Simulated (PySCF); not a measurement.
A TDDFT job, as run on `C#CC[CH2][Ge@@H]([NH2])[Br]`.

Theory: PySCF 2.14.0, density-fitted response routines, TDDFT wB97X-D/def2-SVPD, vertical, gas phase, core orbitals frozen in the response.

Input of the driver that calls PySCF (job settings, then Cartesian coordinates in Å):

```
{"job": {"kind": "uv", "xc": "wB97X-D", "basis": "def2-SVPD", "nstates": 8, "ntriplets": 3}, "charge": 0, "multiplicity": 1}
C      3.5328    -0.4555    -0.1480
C      2.4064    -0.1966     0.1618
C      1.0240     0.1109     0.4631
C      0.1856     0.1050    -0.8167
Ge    -1.7311     0.4849    -0.4422
N     -2.3375    -0.7101     0.7859
Br    -1.9426     2.4803     0.6520
H      4.5291    -0.6760    -0.3900
H      0.9737     1.0951     0.9422
H      0.6353    -0.6299     1.1697
H      0.5756     0.8438    -1.5197
H      0.2594    -0.8682    -1.3046
H     -2.6123     0.6486    -1.6915
H     -3.2273    -0.5349     1.2312
H     -2.2756    -1.6895     0.5539
```

The driver printed:

```
coarse grid: 60368 points
cycle   1  E = -4862.3990753281  dE = -8.886e-01  |g| = 6.072e-01  |ddm| = 8.956e+00
cycle   2  E = -4862.4203058988  dE = -2.123e-02  |g| = 5.943e-01  |ddm| = 2.605e+00
cycle   3  E = -4862.4787262431  dE = -5.842e-02  |g| = 5.531e-02  |ddm| = 1.012e+00
cycle   4  E = -4862.4793371705  dE = -6.109e-04  |g| = 2.262e-02  |ddm| = 2.932e-01
cycle   5  E = -4862.4794637650  dE = -1.266e-04  |g| = 1.059e-02  |ddm| = 1.166e-01
cycle   6  E = -4862.4794876261  dE = -2.386e-05  |g| = 2.887e-03  |ddm| = 3.847e-02
cycle   7  E = -4862.4794898431  dE = -2.217e-06  |g| = 1.118e-03  |ddm| = 1.539e-02
final grid: 124912 points
cycle   8  E = -4862.4791286051  dE = -1.135e-06  |g| = 1.367e-03  |ddm| = 1.402e-02
cycle   9  E = -4862.4791282922  dE =  3.128e-07  |g| = 1.818e-03  |ddm| = 6.996e-03
cycle  10  E = -4862.4791290593  dE = -7.670e-07  |g| = 1.502e-04  |ddm| = 2.735e-03
cycle  11  E = -4862.4791290644  dE = -5.111e-09  |g| = 5.311e-05  |ddm| = 4.839e-04
cycle  12  E = -4862.4791290653  dE = -9.695e-10  |g| = 1.911e-05  |ddm| = 3.961e-04
converged SCF energy = -4862.4791290653

Static polarisability (au): isotropic 105.469, principal 87.700 96.587 132.122

Singlet excitations
state   eV       nm        f      main configurations
  1   6.5330    189.8   0.00399   H->L 0.47, H->L+1 0.16, H-2->L 0.11
  2   6.7410    183.9   0.00428   H-1->L+7 0.14, H-1->L+3 0.13, H-2->L+6 0.09
  3   6.7873    182.7   0.06705   H->L+1 0.22, H->L 0.16, H-4->L 0.13
  4   6.9141    179.3   0.00482   H-3->L 0.48, H-1->L 0.16, H-2->L 0.10
  5   6.9760    177.7   0.02589   H-4->L 0.19, H-2->L+6 0.10, H-1->L+7 0.08
  6   6.9854    177.5   0.01504   H-4->L 0.16, H-1->L+6 0.13, H-3->L 0.12
  7   7.0110    176.8   0.00566   H-4->L 0.18, H->L+6 0.13
  8   7.6360    162.4   0.03792   H->L+1 0.21, H-1->L+1 0.15, H->L+4 0.14

Triplet excitations (Tamm-Dancoff, eV): 5.6307 6.1915 6.1977
```

The SCF starts on a coarse grid; the energy jumps when the final grid takes over, and dE counts afresh there. The run used 243 basis functions and 12 SCF iterations for the ground state.

Question: What transition dipole does the oscillator strength of state 3, the strongest, imply?

Answer: From f = (2/3)·ΔE·|μ|² in atomic units, ΔE = 0.2494 Eh and f = 0.0670 give |μ| = 0.63 au (1.61 D).

The structure is a single GFN2-xTB conformer in the gas phase; no vibrational or solvent corrections. Relativistic effects, spin–orbit coupling among them, are left out although an element past zinc is present.

Note: wB97X-D ran without an empirical dispersion term, which enters the total energy and its gradient alone.
